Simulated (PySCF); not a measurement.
Molecule: indole (c1ccc2[nH]ccc2c1, C₈H₇N).

Bonds (- single, = double, # triple, : aromatic): C1:C2, C2:C3, C3:C4, C4:N5, N5:C6, C6:C7, C7:C8, C8:C9, C9:C1, C8:C4. C1 carries H10; C2 carries H11; C3 carries H12; N5 carries H13; C6 carries H14; C7 carries H15; C9 carries H16.

Frames of a GFN2-xTB Langevin trajectory at 200 K; GIAO PBE0/pcSseg-1 shieldings in PySCF, gas phase, non-relativistic; equivalent atoms averaged within each frame.

Scale: 13C (186.93 ppm), 1H (31.72 ppm) against TMS; 15N (267.73 ppm) vs NH3 (reference shieldings calculated alike). The references are static minima.

Q: How do the shifts (ppm) fluctuate along the trajectory?

A: 
| time (fs) | C8 | C4 | C9 | C2 | C1 | C6 | C3 | C7 | N5 | H16 |
| --- | --- | --- | --- | --- | --- | --- | --- | --- | --- | --- |
| optimised geometry | 132.6 | 139.1 | 126.1 | 127.0 | 125.0 | 126.8 | 114.2 | 108.1 | 149.3 | 8.03 |
| 250 | 139.4 | 136.2 | 132.6 | 126.0 | 123.7 | 119.8 | 109.3 | 108.6 | 151.0 | 8.40 |
| 425 | 137.3 | 144.1 | 129.7 | 130.2 | 128.4 | 124.6 | 116.0 | 111.9 | 146.9 | 8.46 |
| 625 | 131.8 | 133.9 | 126.4 | 126.7 | 126.5 | 123.4 | 115.2 | 110.4 | 145.6 | 7.85 |
| 800 | 133.2 | 135.9 | 125.0 | 129.1 | 121.7 | 134.0 | 113.4 | 109.3 | 152.9 | 7.61 |
| 1000 | 126.3 | 143.8 | 122.3 | 126.6 | 124.8 | 132.6 | 115.7 | 111.8 | 153.5 | 8.52 |
| mean of frames | 133.6 | 138.8 | 127.2 | 127.7 | 125.0 | 126.9 | 113.9 | 110.4 | 150.0 | 8.17 |
| standard deviation | 5.1 | 4.8 | 4.0 | 1.8 | 2.6 | 6.1 | 2.8 | 1.5 | 3.5 | 0.41 |

5 frames give an uncertainty of the mean of about the standard deviation over 2.2 at best, since frames this close in time may not be independent; classical motion lacks zero-point vibration, and the reference would need the same averaging.
